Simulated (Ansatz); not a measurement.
Z-matrix (Å, degrees):
```
Si
N 1 1.711
N 1 1.712 2 111.0
H 1 1.495 2 103.0 3 125.0
H 1 1.491 2 115.4 3 -117.5
Ge 2 1.844 1 126.4 3 -134.3
H 2 1.010 1 117.9 3 53.9
H 3 1.007 1 121.8 2 59.5
H 3 1.006 1 120.4 2 -149.5
N 6 1.836 2 115.9 1 -69.8
H 6 1.534 2 108.4 1 48.8
H 6 1.536 2 105.7 1 171.4
H 10 1.011 6 114.0 2 70.4
H 10 1.011 6 114.8 2 -55.8
```

Total charge 0; spin multiplicity 1.

**Question.** List the PBE0/def2-TZVPP orbital energies in eV (the Gaussian-basis code of Ansatz). (Best estimate.)

**Answer.** Computed: Occupied: -10859.97, -1802.48, -1358.17, -1207.99, -1207.99, -1207.98, -390.67, -390.63, -390.59, -170.97, -144.71, -120.77, -120.75, -120.74, -99.38, -99.37, -99.36, -33.66, -33.65, -33.60, -33.54, -33.53, -23.75, -23.41, -22.81, -15.35, -14.80, -13.72, -13.29, -12.48, -11.04, -10.58, -9.99, -9.51, -9.21, -7.77, -7.48, -6.97. Lowest empty: 0.69, 0.79, 1.17, 1.59, 2.26, 2.39, 2.50, 2.64.
